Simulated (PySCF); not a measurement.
M06 single point of singlet YH₃ at its PBE0 minimum.

Input, equivalent to the run apart from its starting density:

```python
from pyscf import gto, scf, dft
mol = gto.M(atom='''
Y      0.000000    -0.000000     0.014225
H      1.942786     0.000025    -0.353554
H     -0.971414     1.682489    -0.353554
H     -0.971371    -1.682514    -0.353554''',
    basis={'Y': 'def2-TZVP', 'H': 'def2-TZVP'},
    ecp={'Y': 'def2-TZVP'},
    charge=0, spin=0)
mf = dft.RKS(mol, xc='M06')
mf.grids.atom_grid = (90, 434)
aux = {'Y': 'def2-universal-JKFIT', 'H': 'def2-universal-JKFIT'}
mf = mf.density_fit(auxbasis=aux)
mf.conv_tol = 1e-08
mf.diis_space = 10
mf.max_cycle = 60
mf.verbose = 4
mf.kernel()
```

SCF log (excerpt):

```
init E= -39.9955010952051
  HOMO = -0.260073127891477  LUMO = -0.0735947900865572  gap/eV = 5.07433
cycle= 1 E= -39.9962804335113  delta_E= -0.000779  |g|= 0.00647  |ddm|= 0.11
  HOMO = -0.258712959119165  LUMO = -0.0789537379076346  gap/eV = 4.89150
cycle= 2 E= -39.9962955139413  delta_E= -1.51e-05  |g|= 0.00375  |ddm|= 0.0148
  HOMO = -0.258844794955239  LUMO = -0.078252757157574  gap/eV = 4.91416
cycle= 3 E= -39.9963000195759  delta_E= -4.51e-06  |g|= 0.00115  |ddm|= 0.00682
  HOMO = -0.25906165317218  LUMO = -0.0785282564156309  gap/eV = 4.91256
cycle= 4 E= -39.9963004846333  delta_E= -4.65e-07  |g|= 0.000206  |ddm|= 0.00197
  HOMO = -0.258978512648884  LUMO = -0.0785446471881848  gap/eV = 4.90986
cycle= 5 E= -39.9963005007224  delta_E= -1.61e-08  |g|= 5.4e-05  |ddm|= 0.000396
  HOMO = -0.258976395128353  LUMO = -0.0785446212940519  gap/eV = 4.90980
cycle= 6 E= -39.9963005014392  delta_E= -7.17e-10  |g|= 1.97e-05  |ddm|= 6.76e-05
  HOMO = -0.258982876915009  LUMO = -0.0785417450901902  gap/eV = 4.91005
Extra cycle  E= -39.9963005014975  delta_E= -5.83e-11  |g|= 1.4e-05  |ddm|= 3.63e-05
converged SCF energy = -39.9963005014975
```

This run, together with those of the ionised and electron-attached species (not shown), took 6.7 s on 2 threads of a shared Arm Neoverse V1 host, with 58 basis functions; the process peaked at 0.67 GiB.
